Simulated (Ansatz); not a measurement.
Mg2Si2⁻, relaxed as a doublet with UKS r2SCAN-D4/def2-TZVPD in Ansatz, starting from the GFN2-xTB geometry. Force threshold 0.02 eV/Å.

The charge -1 doublet is spin-contaminated (final ⟨S²⟩ up to 1.45, 0.75 for a pure state). The structure comes from a short search, and lower isomers may exist.

Start:

```csv
atom,x (Å),y (Å),z (Å)
Mg1,-0.8817,-1.7397,-0.5246
Mg2,1.8350,0.8223,0.1867
Si3,-1.1041,1.0625,0.3919
Si4,0.1509,-0.1451,-0.0539
```

Task: Estimate the energy that the relaxation releases and the steps that it takes.

Result: 145.9 kcal/mol, in 12 steps; 46 s on 4 threads of Arm Neoverse V2 on a shared host. No frequencies were taken in this run, so the end may be a saddle point.

Task: Does the start keep its bonding and symmetry?

Result: By distances, no bond broke or formed. The bond that changes most is Mg2–Si4, from 1.96 to 2.62 Å (atoms count from 1). Point group C2v at the start, D2h at the end, both within 0.05 Å.

Task: Predict the relaxed structure.

Result: 
Cartesian coordinates in Å:
```
Mg -1.654 -1.590 -0.443
Mg 1.661 1.596 0.444
Si -0.816 0.763 0.284
Si 0.809 -0.769 -0.285
```
Bond lengths (bridged metal pairs left out): 4 × Mg–Si 2.60 to 2.62 Å; 1 × Si–Si 2.30 Å.
